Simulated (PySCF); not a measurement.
Ge(Br)(NH2) (BrGeH2N), SMILES [NH2][Ge][Br] (connectivity only; charge and spin as stated), neutral, multiplicity 1. Atoms are numbered in the order given.

```xyz
5

Ge     0.4801    -0.9831     0.0000
Br    -0.0947     1.3215     0.0000
N     -1.2226    -1.5987     0.0000
H     -2.0525    -1.0119     0.0000
H     -1.4371    -2.5916     0.0000
```
Charge 0, spin multiplicity 1.

The structure is a stationary point at PBE0-D3(BJ)/def2-SVP. The values are those of a single conformer.

These are TDDFT-B3LYP/def2-SVPD run with PySCF 2.14.0 values and carry that method's errors.

Vertical excitations. Isolated molecule, no solvent. State labels are in the subgroup Cs.

Computed excitation energies, oscillator strengths and character:
```json
[
 {"state": "S1", "symmetry": "A\"", "energy (eV)": "4.22", "λ (nm)": "294", "f": "0.016", "main pairs": "HOMO→LUMO 95 %"},
 {"state": "S2", "symmetry": "A'", "energy (eV)": "4.83", "λ (nm)": "257", "f": "0.028", "main pairs": "HOMO−1→LUMO 91 %"},
 {"state": "S3", "symmetry": "A\"", "energy (eV)": "4.88", "λ (nm)": "254", "f": "0.015", "main pairs": "HOMO−2→LUMO 95 %"},
 {"state": "S4", "symmetry": "A'", "energy (eV)": "5.87", "λ (nm)": "211", "f": "0.115", "main pairs": "HOMO→LUMO+1 52 %, HOMO−3→LUMO 26 %, HOMO−2→LUMO+1 11 %"},
 {"state": "S5", "symmetry": "A\"", "energy (eV)": "5.90", "λ (nm)": "210", "f": "0.011", "main pairs": "HOMO−1→LUMO+1 99 %"},
 {"state": "S6", "symmetry": "A'", "energy (eV)": "5.96", "λ (nm)": "208", "f": "0.056", "main pairs": "HOMO−3→LUMO 60 %, HOMO→LUMO+1 21 %, HOMO−2→LUMO+1 10 %"},
 {"state": "S7", "symmetry": "A'", "energy (eV)": "6.55", "λ (nm)": "189", "f": "0.298", "main pairs": "HOMO−2→LUMO+1 71 %, HOMO→LUMO+1 15 %"},
 {"state": "S8", "symmetry": "A'", "energy (eV)": "6.74", "λ (nm)": "184", "f": "0.192", "main pairs": "HOMO→LUMO+2 86 %"},
 {"state": "S9", "symmetry": "A\"", "energy (eV)": "6.74", "λ (nm)": "184", "f": "0.004", "main pairs": "HOMO−3→LUMO+1 64 %, HOMO−1→LUMO+2 27 %"},
 {"state": "S10", "symmetry": "A\"", "energy (eV)": "6.85", "λ (nm)": "181", "f": "0.001", "main pairs": "HOMO−1→LUMO+2 65 %, HOMO−4→LUMO 18 %, HOMO−3→LUMO+1 14 %"},
 {"state": "T1", "symmetry": "A\"", "energy (eV)": "3.26", "λ (nm)": "381", "f": "0", "main pairs": "HOMO→LUMO 92 %"},
 {"state": "T2", "symmetry": "A'", "energy (eV)": "3.93", "λ (nm)": "315", "f": "0", "main pairs": "HOMO−1→LUMO 87 %"},
 {"state": "T3", "symmetry": "A\"", "energy (eV)": "4.58", "λ (nm)": "271", "f": "0", "main pairs": "HOMO−2→LUMO 92 %"},
 {"state": "T4", "symmetry": "A'", "energy (eV)": "4.78", "λ (nm)": "260", "f": "0", "main pairs": "HOMO−3→LUMO 85 %"}
]
```
Triplets are in the Tamm–Dancoff approximation, which puts them higher than full response would, so one can lie above its singlet here.
